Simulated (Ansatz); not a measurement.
The first iterations of a band of CH₈BNO (12 atoms, charge 0, multiplicity 1).

All numbers below come from RKS B3LYP/6-31G* in Ansatz.

| Property | Result |
| --- | --- |
| movable images | 7 |
| climbing image | yes |
| spring | 5.0 eV/Å² |
| optimiser | quadratic models (default) |
| start path | through a guess of the saddle point |
| force threshold | 0.05 eV/Å |
| iteration limit | 60 |
| end points | relaxed |

First end point:

```xyz
12
Properties=species:S:1:pos:R:3
B -0.017 0.209 -0.027
H 0.502 -0.512 0.810
H 0.733 0.592 -0.904
O -1.316 -0.176 -0.505
H -1.666 -0.900 0.028
N -0.286 1.661 0.841
H -0.790 2.273 0.197
C 0.935 2.322 1.352
H 1.440 1.630 2.029
H 1.594 2.519 0.505
H 0.711 3.257 1.875
H -0.935 1.461 1.603
```

Last end point:

```xyz
12
Properties=species:S:1:pos:R:3
B -0.095 0.526 -0.442
H -0.862 0.296 3.547
H 0.947 -0.010 -0.713
O -1.301 0.037 -0.896
H -1.179 -0.761 -1.424
N -0.096 1.681 0.358
H -0.985 2.124 0.560
C 1.065 2.368 0.892
H 1.966 1.811 0.620
H 1.163 3.386 0.489
H 1.030 2.441 1.988
H -0.747 0.437 2.825
```

| iteration | highest image above the first end (eV) | largest band force component (eV/Å) |
| --- | --- | --- |
| 1 | 4.014 | 8.853 |
| 2 | 2.478 | 4.510 |
| 3 | 2.314 | 2.705 |
| 4 | 2.026 | 1.265 |
| 5 | 1.877 | 0.595 |

Question: Does the band converge within its limit, and where does its top end?

Answer: The forces met the threshold. It ended after 15 iterations with the highest image 1.704 eV above the first end. Neighbouring images differ by up to 1.8 eV, so the band resolves the path poorly. A vibrational analysis at the climbing image gives one clearly imaginary mode, 1573i cm⁻¹: a first-order saddle point. The orbitals stay closed-shell, which can raise the energy where a bond breaks towards radicals; this wasn't checked here.

The run took 4 min on 1 thread of Intel(R) Xeon(R) Platinum 8488C (Sapphire Rapids), with other jobs on the host, peak memory 0.17 GiB.
